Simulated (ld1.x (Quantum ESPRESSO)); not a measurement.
## Configuration tests for N (Z = 7) (RRKJ)

- Element: nitrogen (N)
- Generator: ld1.x (Quantum ESPRESSO) 7.5
- Type: norm-conserving RRKJ (Kleinman–Bylander form)
- Functional: PBEsol
- Relativity: scalar-relativistic
- Frozen core: [He]
- Valence charge: 5
- Reference configuration: 2s1 2p4
- Partial waves: 2s (bound): rc 0.70 bohr; 2p (bound): rc 2.50 bohr; 3d channel at 0.25 Ry: rc 2.00 bohr
- Local potential: all-electron potential smoothed inside 0.95 bohr (lloc = -2)
- Core correction: Bessel-smoothed model core, default radius (core density twice the valence density)
- rho0: 0.001

Energies are relative to the spin-unpolarised reference configuration 2s1 2p4; without spin polarisation the order of configurations can differ from experiment.

```csv
valence configuration,charge,ΔE all-electron (eV),error AE − PS (meV)
2s2 2p3,0,-11.434,-52
2s2 2p1,+2,30.824,+1797
2s2 2p0,+3,77.709,+5461
2s0 2p5,0,11.461,-51
2s1 2p0,+4,155.226,+8803
2s2 2p3.3,-0.3,-13.038,-89
```

(1) What are ΔE and the potential's error for 2s2 2p2?

Levels in the configuration 2s2 2p1:

```json
{"level": "2s", "all-electron (eV)": "-48.962", "pseudo (eV)": "-47.578"}
{"level": "2p", "all-electron (eV)": "-37.364", "pseudo (eV)": "-35.034"}
```

## Answers

(1) ΔE = 2.087 eV all-electron; the error (AE − PS) is +350 meV.
